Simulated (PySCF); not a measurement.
A geometry optimisation on `C=CC#CBBr`.

Method: PBE0-D3(BJ)/def2-SVP geometry optimisation, gas phase (PySCF 2.14.0). Start geometry: GFN2-xTB. A driver script takes a list of jobs; this job's settings line and coordinates (Å) are shown.

Command:
```bash
OMP_NUM_THREADS=1 python probes_run.py task.json out
```

Input:
```
{"job": {"xc": "PBE0", "basis": "def2-SVP", "d3": "d3bj", "grid": 1, "shake": 0.01, "kind": "geom"}, "charge": 0, "multiplicity": 1}
C     -2.268560     0.198910     0.040860
C     -1.345280    -0.712220     0.085050
C      0.010380    -0.403350     0.016490
C      1.252950    -0.154460    -0.025570
B      2.664900     0.188040    -0.089950
Br     3.170310     1.993180    -0.293840
H     -2.037030     1.268020    -0.059920
H     -3.317910    -0.026020     0.086600
H     -1.586400    -1.753370     0.203040
H      3.507090    -0.619660     0.016170
```

Question: Estimate the output.

Answer: 
```
step   0  E = -2752.82291695  max force = 0.099377
step   1  E = -2752.82875781  max force = 0.012871
step   2  E = -2752.82980462  max force = 0.016715
step   3  E = -2752.83132020  max force = 0.006929
step   4  E = -2752.83183854  max force = 0.003981
step   5  E = -2752.83202577  max force = 0.002230
step   6  E = -2752.83205142  max force = 0.000832
step   7  E = -2752.83205395  max force = 0.000344
optimisation converged
```

Energies in Eh; «max force» is the largest Cartesian gradient component in Eh/bohr.

Question: Give the first gradient maximum in eV/Å.

Answer: With 1 Eh/bohr = 51.422 eV/Å, 5.110 eV/Å.

Question: How much energy does the optimisation release, in kcal/mol?

Answer: E(step 0) − E(last step) = 0.009137 Eh, which is 5.7 kcal/mol.

Main results: final energy -2752.83205 Eh after 7 steps; dipole 2.84 D.

Question: Estimate the wall time. Hardware: one thread, Arm Neoverse V1 (aarch64), shared host with 32 logical CPUs at a one-minute load of 44. And the peak memory of the process?

Answer: About 52 s, with 0.49 GiB resident at the peak, the Python interpreter and its libraries included.
Labels such as C1 count atoms from 1, the log's own numbers from 0.
